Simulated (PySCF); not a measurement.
# Excitation energies in several basis sets

C2H6O3Si.
Geometry (PBE0-D3(BJ)/def2-SVP, Å), atoms numbered from 1 in this order:
```
atom  x, y, z in Å
O1    -1.1297    1.5188   -0.3356
C2    -1.7697    0.5088   -0.2012
C3    -1.1323   -0.8031    0.1496
O4     0.2161   -0.7193    0.3911
Si5    1.3473    0.4814    0.0587
O6     2.8019   -0.2322    0.4197
H7    -2.8791    0.4964   -0.3413
H8    -1.3696   -1.5028   -0.6818
H9    -1.6699   -1.2091    1.0309
H10    1.3046    0.8344   -1.3899
H11    1.2892    1.6377    0.9806
H12    3.0307   -1.0153   -0.0886
```

TDDFT with PBE0 (PySCF), vertical singlets, core orbitals frozen in the response, spherical d and f functions. Isolated species at its PBE0-D3(BJ)/def2-SVP geometry (one conformer only).

| basis | functions | diffuse | S1 (eV) | S2 (eV) | S3 (eV) | S4 (eV) | S5 (eV) | LUMO (eV) | α (au) |
| --- | --- | --- | --- | --- | --- | --- | --- | --- | --- |
| 6-31G* | 100 | no | 4.60 | 5.87 | 6.88 | 7.00 | 7.60 | -0.91 | 49.0 |
| def2-SVP | 118 | no | 4.56 | 5.76 | 6.78 | 6.93 | 7.45 | -1.08 | 50.8 |
| 6-31+G* | 124 | yes | 4.56 | 5.77 | 6.85 | 6.96 | 7.04 | -1.28 | 56.5 |
| def2-SVPD | 181 | yes | 4.52 | 5.69 | 6.82 | 6.94 | 7.24 | -1.35 | 61.3 |
| aug-cc-pVDZ | 196 | yes | 4.50 | 5.69 | 6.73 | 6.81 | 6.83 | -1.28 | 62.6 |
| def2-TZVP | 228 | no | 4.54 | 5.78 | 6.87 | 6.98 | 7.55 | -1.21 | 57.9 |
| def2-TZVPD | 291 | yes | 4.52 | 5.75 | 6.85 | 6.95 | 6.97 | -1.29 | 62.2 |

Question: How much do these states and the polarisability depend on the basis?

Answer: States are compared by their number. Against the largest diffuse basis here (def2-TZVPD, itself not a converged limit), sets without diffuse functions differ by up to 0.08 eV in S1 and 0.63 eV in S5; the smaller diffuse sets differ by up to 0.04 and 0.27 eV. State by state, the largest deviation of a set without diffuse functions is S1 0.08, S2 0.12, S3 0.07, S4 0.06, S5 0.63 eV. The same number needn't mean the same state in each row. Against def2-TZVPD the polarisability deviates by -21% in 6-31G*, -18% in def2-SVP, -9% in 6-31+G*, -1% in def2-SVPD, +1% in aug-cc-pVDZ, -7% in def2-TZVP. A single + in a Pople set puts diffuse functions on heavy atoms only.
